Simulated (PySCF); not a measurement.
C3H9F2Si2 (doublet state).
Structure used (GFN2-xTB), in Å, numbered top down from 1:
```
atom  x, y, z in Å
C1    -0.7703   -1.5790    0.6947
C2    -0.7303   -0.2885   -0.1216
C3     0.6781   -0.0177   -0.6594
Si4    1.9112    0.6470    0.6226
F5     1.8327    2.2596    0.5607
Si6   -1.3777    1.2198    0.8544
F7    -2.9872    0.9601    1.0208
H8    -0.0833   -1.5298    1.5368
H9    -1.7730   -1.7605    1.0765
H10   -0.4841   -2.4288    0.0747
H11   -1.4050   -0.4289   -0.9788
H12    1.0601   -0.9337   -1.1154
H13    0.6119    0.7173   -1.4663
H14    3.2861    0.3344    0.2454
H15    1.5973    0.3326    2.0082
H16   -1.3740    2.5051    0.1703
```

The hyperfine couplings belong to this conformer and change with its torsions.

As a line formula: `C[C@H](C[SiH2]F)[SiH]F` [radical].

Computed with UKS B3LYP, pcH-1 on C F H Si, non-relativistic, mean-field spin-orbit, GIAO in PySCF 2.14.0. Geometry: GFN2-xTB, one conformer, isolated molecule. Couplings are sensitive to structure, and on GFN2-xTB geometries they can be far from those on DFT ones, by a factor of two or more for some ions and for spin on atoms past the first row. Stability of the SCF solution: not tested.

(1) Where do the isotropic ENDOR lines of C2, C3, F7, F5, H16, H11, H15, H12, H14 and Si6 fall at 1216.0 mT, to first order?

(2) Which pairs are centred on the nuclear Larmor frequency, and which on half the coupling?

(3) At what field would the lower line of H15 fall to zero frequency?

Answers

(1) For S = 1/2 in fast tumbling each set of equivalent nuclei gives two lines, ν± = |νn ± a/2| to first order, with νn = g_N μN B/h and μN/h = 7.62259 MHz/T.

```csv
nuclei,isotope,g_N,νn (MHz),a_iso (MHz),lower line (MHz),upper line (MHz)
C2,13C,1.4048,13.02,48.25,11.11,37.15
C3,13C,1.4048,13.02,-3.57,11.24,14.81
F7,19F,5.2577,48.73,111.49,7.01,104.48
F5,19F,5.2577,48.73,19.83,38.82,58.65
H16,1H,5.5857,51.77,123.43,9.94,113.49
H11,1H,5.5857,51.77,42.24,30.65,72.90
H15,1H,5.5857,51.77,13.66,44.94,58.61
H12,1H,5.5857,51.77,3.06,50.24,53.31
H14,1H,5.5857,51.77,3.04,50.25,53.29
Si6,29Si,-1.1106,10.29,-570.58,275.00,295.59
```

The rows for 13C and 29Si, of low natural abundance, apply to labelled samples.

(2) Centred on νn, since |a| < 2νn: C3, F5, H11, H15, H12 and H14. Centred on |a|/2 and split by 2νn: C2, F7, H16 and Si6.

(3) Where νn = |a|/2, that is B = 6.83 MHz/(5.5857 × 7.62259 MHz/T) = 160 mT, as far as first order holds there.
